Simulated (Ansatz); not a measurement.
H$_{7}$NSi$_{3}$ (`[SiH]N([SiH3])[SiH3]`). Charge 0, multiplicity 1.

Cartesian coordinates in Å:
```
Si 1.3554 1.6931 -0.2805
N 0.2956 0.3267 -0.1773
Si -0.0575 -0.6471 -1.5854
Si -0.4249 -0.0684 1.3730
H 1.2243 2.0588 1.2125
H 0.6920 -0.0730 -2.7303
H -1.5159 -0.6312 -1.8707
H 0.3598 -2.0549 -1.3564
H 0.6247 -0.3788 2.3734
H -1.2719 1.0489 1.8559
H -1.2816 -1.2742 1.1858
```

Task: What are the harmonic wavenumbers in cm⁻¹ at PBE0-D4/def2-TZVP (Ansatz, finite differences of forces, unscaled)? (Estimate.)

Result: The calculation gave: 125, 144, 169, 189, 206, 393, 491, 642, 683, 688, 729, 822, 937, 938, 940, 948, 951, 965, 1006, 1033, 1948, 2200, 2226, 2227, 2240, 2242, 2244.

Task: Is this a minimum?

Result: Yes, all 27 modes are real.

Task: Give the ideal-gas thermochemistry at 298.15 K and 1 bar (rigid rotor, harmonic oscillator; point group Cs, symmetry number 1).

Result: Zero-point energy 169.4 kJ/mol; H(298) − E = 191.2 kJ/mol; entropy 350.4 J/(mol·K), of which translation 166.9, rotation 114.1, vibration 69.3; G(298) − E = 86.7 kJ/mol.
